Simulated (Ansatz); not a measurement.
Pb₃⁻. Total charge -1; doublet. Geometry PBE-D4/def2-SVP, that of the neutral singlet; atoms count from 1.

Cartesian coordinates in Å:
```
Pb -1.5891 0.9656 -0.6231
Pb 1.1889 0.8734 0.0721
Pb 0.4002 -1.8390 0.5511
```

In the def2 sets Pb takes a core potential; there is no spin–orbit coupling. The structure comes from a short search, and lower isomers may exist.

Problem. Estimate the Mulliken populations from the PBE0/def2-TZVPD orbitals of Ansatz.

Solution. 
```
atom  charge (e)  spin (α − β)
 Pb1       -0.31          0.54
 Pb2       -0.39         -0.08
 Pb3       -0.31          0.54
```
Mulliken values and Mayer orders depend strongly on the basis. With diffuse functions, as here, like atoms can get unlike values, and bond orders can come out too low or too high.

Problem. Where does the spin sit?

Solution. Summed by element: Pb 1.00, of 1 unpaired in all. Largest on single atoms: Pb1 0.54, Pb3 0.54, Pb2 -0.08.

Problem. And the Mayer bond orders between bonded heavy atoms (over 0.3)?

Solution. Pb1–Pb2 1.44 (2.87 Å); Pb2–Pb3 1.44 (2.87 Å). Values over 0.3 also appear between atoms too far apart for a bond (Pb1–Pb3 1.07 at 3.63 Å); they arise where an orbital or an unpaired electron spreads over both atoms.
